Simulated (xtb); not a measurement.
H6Se, SMILES [SeH6]. All values are semi-empirical tight-binding results from xtb (GFN2-xTB unless named), good for trends rather than for accurate numbers. Coordinates come from a GFN2-xTB optimisation.

Optimised geometry:

```xyz
7

Se     0.0000     0.0000     0.0000
H      0.0000     1.5339     0.0000
H      0.0000    -1.5339     0.0000
H     -1.5339     0.0000     0.0000
H      1.5339     0.0000     0.0000
H      0.0000     0.0000     1.5339
H      0.0000     0.0000    -1.5339
```

Computed properties:
```json
{
 "point_group_as_xtb_finds_it": "Oh",
 "orbital_gap": "7.55 eV",
 "zero_point_energy": "29.4 kcal/mol",
 "G − E(el) at 298.15 K (modified RRHO)": "16.4 kcal/mol",
 "static polarisability (D4 model)": "39.8 bohr³",
 "solvation energy, GFN2-xTB/ALPB(water)": "-4.5 kcal/mol",
 "solvation energy, GFN2-xTB/ALPB(ch2cl2)": "-2.7 kcal/mol"
}
```

Computed atomic charges:
charges (e) Se1 -0.84, H2 0.14, H3 0.14, H4 0.14, H5 0.14, H6 0.14, H7 0.14.
